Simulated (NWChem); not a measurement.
Molecule: BH, singlet; SMILES [BH]

```xyz
2

B      0.0000     0.0000     0.2343
H      0.0000     0.0000    -1.0108
```
Atoms are numbered in this order, from 1.

Results from NWChem. Low-valent species are run as closed-shell singlets; no triplet was tried in these runs. All runs use the structure optimised with B3LYP/6-31G* (spherical d). Ions are spin-unrestricted doublets at the neutral geometry; other ion states weren't tried.

Question: Taking PBE/def2-QZVP as the yardstick, which of these has the fewest basis functions while keeping “vertical ionisation energy, ΔSCF (eV)” within 0.1 eV of it: PBE/def2-SVP; PBE/def2-TZVPD; PBE/def2-TZVPP; PBE/def2-TZVP; PBE/STO-3G; PBE/def2-SVPD?

Answer: PBE/def2-SVP.
| level | basis functions | vertical ionisation energy, ΔSCF (eV) |
|---|---|---|
| PBE/STO-3G | 6 | 7.56 |
| PBE/def2-SVP | 19 | 9.55 |
| PBE/def2-SVPD | 28 | 9.57 |
| PBE/def2-TZVP | 37 | 9.58 |
| PBE/def2-TZVPP | 45 | 9.58 |
| PBE/def2-TZVPD | 46 | 9.58 |
| PBE/def2-QZVP | 87 | 9.58 |

The yardstick is one finite set, not the basis-set limit.
